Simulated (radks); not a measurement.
Values are calculated unless marked as measured or tabulated.
The lithium anion Li- inside a hard spherical wall (all orbitals vanish at R), configuration held at [He] 2s2 and not refilled when levels cross. Level of theory: scalar-relativistic Kohn-Sham, LDA (Slater exchange, VWN5 correlation), spin-polarised, spherical densities, point nucleus (a radial shooting solver on a logarithmic mesh with Libxc functionals). Eigenvalues in eV for spin up, with the zero of energy where the potential of the charges vanishes at infinity; a dash marks a level that is unbound or too diffuse for the functional's potential to be trusted. A positive occupied level is held by the wall or, in an anion where self-interaction has pushed it up, behind a barrier. The pressure on the wall is -dE/dV.

| R (bohr) | E (hartree) | kinetic (hartree) | e(1s) | e(2s) | e(2p, empty) | e(3s, empty) | pressure (GPa) |
|---|---|---|---|---|---|---|---|
| 15 | -7.36394 | 7.271 | -45.919 | 1.079 | 2.221 | 2.944 | 0.00938 |
| 10 | -7.34726 | 7.326 | -44.566 | 1.921 | 3.477 | 6.255 | 0.207 |
| 8 | -7.31548 | 7.415 | -43.013 | 2.982 | 4.861 | 10.133 | 0.967 |
| 5 | -7.06859 | 7.968 | -37.068 | 8.562 | 11.122 | 29.640 | 19.1 |
| 4 | -6.74098 | 8.631 | -32.544 | 14.657 | 16.949 | 49.693 | 73.9 |
| 3.5 | -6.40998 | 9.275 | -29.118 | 20.421 | 21.917 | 67.653 | 164 |
| 3 | -5.82713 | 10.367 | -24.351 | 30.175 | 29.602 | 96.417 | 406 |
